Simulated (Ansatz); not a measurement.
`OCCN[SiH3]` and `OCCC[SiH3]` differ in one atom or group.

Ansatz, PBE0-D4/def2-TZVP geometries, multiplicity 1. Each molecule was computed in one conformer, which needn't be the lowest.

```tsv
property	`OCCN[SiH3]`
HOMO energy (PBE/def2-TZVPP) / eV	-5.43
HOMO–LUMO gap (ωB97M-V/def2-TZVPP) / eV	11.10
size of the dipole moment (PBE/def2-TZVPP) / D	1.83
size of the dipole moment (ωB97M-V/def2-TZVPP) / D	1.88
LUMO energy (PBE/def2-TZVPP) / eV	-0.37
HOMO energy (PBE0/def2-TZVPP) / eV	-6.78
```

Q: Give the same properties after the change, and the shifts. (Estimate.)

A: The calculation gave: 
```
                                          property  `OCCC[SiH3]`  shift
                 HOMO energy (PBE/def2-TZVPP) / eV         -6.26  -0.83
           HOMO–LUMO gap (ωB97M-V/def2-TZVPP) / eV         12.57   1.47
    size of the dipole moment (PBE/def2-TZVPP) / D          1.33  -0.50
size of the dipole moment (ωB97M-V/def2-TZVPP) / D          1.36  -0.52
                 LUMO energy (PBE/def2-TZVPP) / eV         -0.10   0.27
                HOMO energy (PBE0/def2-TZVPP) / eV         -7.92  -1.14
```

With PBE0 the HOMO falls by 1.14 eV and the LUMO rises by 0.26 eV, so the gap widens by about 1.40 eV. PBE moves the HOMO by -0.83 eV and ωB97M-V by -1.24 eV. Dipoles are sizes alone; their direction can turn.
